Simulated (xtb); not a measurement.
CH5GaO, SMILES C[O][GaH2]. All values are semi-empirical tight-binding results from xtb (GFN2-xTB unless named), good for trends rather than for accurate numbers. Geometry optimised at GFN2-xTB.

For metal compounds this method's bond lengths and energies can be far off.

Computed properties:
| Property | Value |
|---|---|
| orbital gap | 4.89 eV |
| zero-point energy | 31.8 kcal/mol |
| G − E(el) at 298.15 K (modified RRHO) | 13.2 kcal/mol |
